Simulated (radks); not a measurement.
Os3+, 73 electrons, occupied as [Xe] 4f14 5d4.5 6d0.5 (fractional occupations, a model configuration). Calculated with a radial shooting solver on a logarithmic mesh with Libxc functionals: Dirac Kohn-Sham, BLYP, spin-unpolarised, spherical densities, finite nucleus; open shells fill j = l - 1/2 first; Fermi nuclear charge, rms radius 5.4126 fm. Some entries of the table are withheld. Estimate them.

| orbital | occ. | eigenvalue (hartree) | <r> (bohr) |
|---|---|---|---|
| 1s1/2 | 2 | -2711.248 | 0.01774 |
| 2s1/2 | 2 | -472.9138 | (1) |
| 2p1/2 | 2 | -452.9583 | 0.06130 |
| 2p3/2 | 4 | -396.6729 | 0.06949 |
| 3s1/2 | 2 | -110.9959 | 0.1934 |
| 3p1/2 | 2 | -102.0418 | 0.1835 |
| 3p3/2 | 4 | -89.76825 | 0.1986 |
| 3d3/2 | 4 | -74.72232 | 0.1734 |
| 3d5/2 | 6 | -72.06329 | 0.1781 |
| 4s1/2 | 2 | -24.39685 | 0.4317 |
| 4p1/2 | 2 | -20.63518 | 0.4357 |
| 4p3/2 | 4 | -17.75058 | 0.4693 |
| 4d3/2 | 4 | -11.56772 | (2) |
| 4d5/2 | 6 | -11.03343 | (3) |
| 5s1/2 | 2 | -4.59269 | 1.003 |
| 5p1/2 | 2 | -3.42472 | 1.091 |
| 4f5/2 | 6 | -3.20724 | (4) |
| 4f7/2 | 8 | -3.10399 | (5) |
| 5p3/2 | 4 | -2.96528 | 1.185 |
| 5d3/2 | 4 | -1.40778 | 1.566 |
| 5d5/2 | 0.5 | -1.35963 | 1.610 |
| 6d3/2 | 0.5 | (6) | 4.145 |
| 6d5/2 | 0 | (7) | 4.210 |

Answer. 
(1) 2s1/2 <r> (bohr): 0.07426
(2) 4d3/2 <r> (bohr): 0.4825
(3) 4d5/2 <r> (bohr): 0.4938
(4) 4f5/2 <r> (bohr): 0.5518
(5) 4f7/2 <r> (bohr): 0.5599
(6) 6d3/2 eigenvalue (hartree): -0.52617
(7) 6d5/2 eigenvalue (hartree): -0.51819
